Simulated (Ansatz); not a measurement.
Z-matrix (Å, degrees):
```
C
F 1 1.402
C 1 1.440 2 116.5
Ge 1 1.967 2 108.5 3 -153.7
C 1 1.506 2 116.0 3 58.3
F 3 1.302 1 144.8 2 -76.2
H 4 1.537 1 107.7 2 178.6
H 4 1.535 1 109.0 2 -62.1
H 4 1.534 1 110.0 2 58.5
H 5 1.076 1 144.5 2 75.5
```

Total charge 0; spin multiplicity 1.

Question: List the r2SCAN/def2-TZVPP orbital energies in eV (Ansatz 0.2.0). (Best estimate.)

Answer: Ansatz gave: Occupied: -10834.24, -1349.36, -1199.41, -1199.41, -1199.40, -667.99, -665.84, -276.32, -276.01, -274.25, -167.54, -117.24, -117.22, -117.22, -33.73, -31.31, -30.53, -30.52, -30.51, -30.45, -30.45, -24.07, -16.44, -16.14, -14.89, -13.91, -12.99, -12.75, -11.28, -11.17, -10.31, -8.87, -8.84, -8.10, -7.68, -6.97. Lowest empty: -0.98, 0.35, 0.79, 0.99, 1.09, 1.47, 2.29, 2.97.
